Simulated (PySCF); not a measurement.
A side-by-side comparison of computed properties.

First species: C₅H₅ClN₂.
Structure used (GFN2-xTB), in Å, numbered top down from 1:
```
atom  x, y, z in Å
C1    -1.8377   -0.3879    0.1032
C2    -0.4136    0.0406   -0.0033
C3    -0.0534    1.3862   -0.1719
N4     1.1920    1.7971   -0.2555
N5     2.1774    0.9551   -0.1823
C6     1.9260   -0.3279   -0.0234
Cl7    3.2867   -1.3686    0.0608
C8     0.6374   -0.8560    0.0734
H9    -2.4844    0.2816   -0.4583
H10   -2.1502   -0.3610    1.1473
H11   -1.9638   -1.4046   -0.2606
H12   -0.8022    2.1620   -0.2462
H13    0.4813   -1.9160    0.1990
```

Second species: C7H7NS.
Numbering: `[CH3:1][NH:2][C:3](=[S:4])[C:5]#[C:6][C:7]1=[CH:8][CH2:9]1` (hydrogens: H10, H11, H12 on C1; H13 on N2; H14 on C8; H15, H16 on C9)

Levels: CAM-B3LYP/def2-SVPD for dipole moment, HOMO energy, LUMO energy, HOMO–LUMO gap, static isotropic polarisability and electronic spatial extent ⟨r²⟩ about the centre of nuclear charge; TDDFT CAM-B3LYP/def2-SVPD for lowest singlet excitation; TDA CAM-B3LYP/def2-SVPD for lowest triplet excitation (Tamm–Dancoff); GFN2-xTB for rotational constant A and rotational constant C. Geometries: GFN2-xTB. All species are isolated and taken at one optimised geometry, non-relativistic unless stated; the electronic structure was computed with PySCF and density fitting.

The conformers computed, where there is a choice (atom-mapped SMILES and torsion angles):
- `[CH3:1][NH:2][C:3](=[S:4])[C:5]#[C:6][C:7]1=[CH:8][CH2:9]1`: C1–N2–C3–S4 178°

(1) Which of the two has the higher rotational constant A, and by how much?

(2) Which of the two has the higher dipole moment, and by how much?

(3) Which of the two has the higher HOMO energy, and by how much?

(4) Which of the two has the higher ⟨r²⟩, and by how much?

(5) Which of the two has the higher LUMO energy, and by how much?

(6) Which has the higher static isotropic polarisability?

(7) Which of the two has the higher S1 energy, and by how much?

(8) Which of the two has the higher T1 energy, and by how much?

## Answers

(1) The first: 3.654 GHz against 2.396 GHz, a difference of 1.258 GHz.

(2) The first: 5.18 D against 4.81 D, a difference of 0.37 D.

(3) The second: -7.36 eV against -8.41 eV, a difference of 1.05 eV.

(4) The second: 2060 bohr² against 1178 bohr², a difference of 882 bohr².

(5) The first: -0.56 eV against -1.09 eV, a difference of 0.53 eV.

(6) The second: 130.9 au against 84.0 au, a difference of 46.9 au.

(7) The first: 3.78 eV against 2.74 eV, a difference of 1.04 eV.

(8) The first: 2.99 eV against 2.41 eV, a difference of 0.58 eV.

On the first: The vertical singlet–triplet gap S1 − T1 is 0.79 eV (TDDFT singlet less Tamm–Dancoff triplet; S1: HOMO→LUMO, weight 0.97; T1: HOMO→LUMO, weight 0.92). S1 lies 4.07 eV below the HOMO–LUMO gap; its leading configuration is HOMO→LUMO, weight 0.97. GFN2-xTB frequencies show an imaginary mode (28i cm⁻¹), so this geometry is no minimum at that level.

On the second: 1 of the 8 computed singlets lies in the visible range (750 to 380 nm, 1.65 to 3.26 eV), with an oscillator strength of 0.003. The principal polarisabilities are 78.8, 117.6 and 196.2 au; their mean is the isotropic value.
